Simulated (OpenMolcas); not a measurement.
Yb3+ in a point-charge field

Yb3+ among 2 point charges of -1 e arranged as a linear pair (D∞h), 2.43 Å from the ion.
```
   0.0000    0.0000    2.4300  -1.00
   0.0000    0.0000   -2.4300  -1.00
```

* Program: OpenMolcas 26.06
* Method: CASSCF
* Basis: ANO-RCC-VTZP [8s7p5d3f2g1h]
* Scalar Hamiltonian: DKH2, point nucleus
* Active space: 13 electrons in 7 orbitals (4f)
* State averaging: 2S+1 = 2 odd, 7 roots
* Spin-orbit coupling: state interaction with AMFI integrals over the reference wave functions

The lowest spin-free states (labels by Λ), above the lowest:

```
State  Degeneracy  E (cm-1)  Free-ion L (%)
   2Σ           1       0.0         F (100)
   2Π           2     233.4         F (100)
   2Δ           2     798.0         F (100)
   2Φ           2      1570         F (100)
```

The lowest levels with spin-orbit coupling:

```json
{"E (cm-1)": "0.0", "Degeneracy": "2", "2S+1": "2", "J": "3.50", "|mJ| (%)": "1/2 (100)", "g": "1.17 4.58 4.58"}
{"E (cm-1)": "294.7", "Degeneracy": "2", "2S+1": "2", "J": "3.50", "|mJ| (%)": "3/2 (100)", "g": "0.00 0.00 3.47"}
{"E (cm-1)": "814.7", "Degeneracy": "2", "2S+1": "2", "J": "3.50", "|mJ| (%)": "5/2 (100)", "g": "0.00 0.00 5.75"}
{"E (cm-1)": "1490", "Degeneracy": "2", "2S+1": "2", "J": "3.50", "|mJ| (%)": "7/2 (100)", "g": "0.00 0.00 8.00"}
{"E (cm-1)": "10359", "Degeneracy": "2", "2S+1": "2", "J": "2.50", "|mJ| (%)": "1/2 (100)", "g": "0.83 2.58 2.58"}
{"E (cm-1)": "10856", "Degeneracy": "2", "2S+1": "2", "J": "2.50", "|mJ| (%)": "3/2 (100)", "g": "0.00 0.00 2.53"}
{"E (cm-1)": "11667", "Degeneracy": "2", "2S+1": "2", "J": "2.50", "|mJ| (%)": "5/2 (100)", "g": "0.00 0.00 4.25"}
```

Powder χT (cm3 K/mol): 1.37 at 2 K, 1.41 at 10 K, 1.64 at 50 K, 1.91 at 100 K, 2.21 at 200 K, 2.35 at 300 K. The effective moment at 300 K is 2.828 √(χT) = 4.33 μB.

Hund's rules give f13 the level 2F7/2 with g = 1.143, so an isolated free-ion multiplet has χT = g² J(J+1) / 8 = 2.571 cm3 K/mol. The computed 2.346 at 300 K differs by -9 %, through the field's splitting, the mixing of terms and any other multiplet in reach.

Stevens parameters of the J = 7/2 multiplet, which is 1490 cm-1 wide (cm-1, z along the main axis): B20 = 4.112e+01, B40 = -5.641e-02, B60 = 4.171e-04.

This is an electrostatic model: the charges have no orbitals. No measured value stands beside these numbers.

The RASSCF and RASSI steps took 3 s on 1 thread of Intel(R) Xeon(R) 6975P-C (Granite Rapids) (shared host); the integral step is not counted.
